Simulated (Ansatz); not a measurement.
B2H6Si2 (`[SiH3]B1B[SiH2]1`). Charge 0, multiplicity 1.

Cartesian coordinates in Å:
```
Si -1.5209 0.9705 0.3313
B 0.3888 0.5262 0.0938
B 1.8781 0.4987 -0.0153
Si 0.7497 -1.3034 -0.3543
H -1.7629 1.4958 1.7026
H -1.9344 2.0128 -0.6474
H -2.3978 -0.2164 0.1341
H 3.0366 0.3112 -0.1394
H -0.4201 -2.2093 -0.4808
H 1.9830 -2.0861 -0.6245
```

(1) List the harmonic frequencies (cm⁻¹, unscaled) at PBE0-D4/def2-TZVP in Ansatz. (An estimate is asked.)

(2) Is this a minimum?

(3) Give the ideal-gas thermochemistry at 298.15 K and 1 bar (rigid rotor, harmonic oscillator; point group Cs, symmetry number 1).

(4) Rotational constants (cm⁻¹)?

Answers

(1) Computed: 72, 122, 132, 265, 300, 487, 511, 513, 595, 598, 702, 756, 781, 901, 940, 944, 956, 1392, 2211, 2215, 2217, 2222, 2236, 2784.

(2) Yes, all 24 modes are real.

(3) Zero-point energy 148.7 kJ/mol; H(298) − E = 170.4 kJ/mol; entropy 346.5 J/(mol·K), of which translation 164.1, rotation 110.2, vibration 72.2; G(298) − E = 67.1 kJ/mol. Modes under 100 cm⁻¹ are hindered rotations or soft bends, so the harmonic entropy is rough.

(4) 0.3044, 0.08407, 0.06742.
